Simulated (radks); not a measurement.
Values are calculated unless marked as measured or tabulated.
Problem. Species: Dy+. Configuration: [Xe] 4f11 (not the ground configuration). Code: a radial shooting solver on a logarithmic mesh with Libxc functionals. Model: scalar-relativistic Kohn-Sham, PBE, spin-unpolarised, spherical densities, finite nucleus; Fermi nuclear charge, rms radius 5.2218 fm. Some entries of the table are withheld. Estimate them.

orbital  occ.  eigenvalue (eV)  <1/r> (bohr^-1)  r(max) (bohr)
1s          2        -53651.08            74.55        0.01338
2s          2              (1)            17.33        0.07604
2p          6        -7928.293              (2)        0.06168
3s          2        -1988.229            6.376         0.2154
3p          6        -1679.254            5.977         0.2117
3d         10        -1281.793            5.669            (3)
4s          2        -392.9361              (4)            (5)
4p          6        -291.2867            2.463         0.5161
4d         10        -152.8297            2.169         0.5349
5s          2         -50.6659            1.004          1.165
5p          6         -27.7255           0.8243          1.341
4f         11          -3.6771              (6)         0.5423

Solution. 
(1) 2s eigenvalue (eV): -8934.446
(2) 2p <1/r> (bohr^-1): 16.09
(3) 3d r(max) (bohr): 0.1729
(4) 4s <1/r> (bohr^-1): 2.686
(5) 4s r(max) (bohr): 0.4941
(6) 4f <1/r> (bohr^-1): 1.481
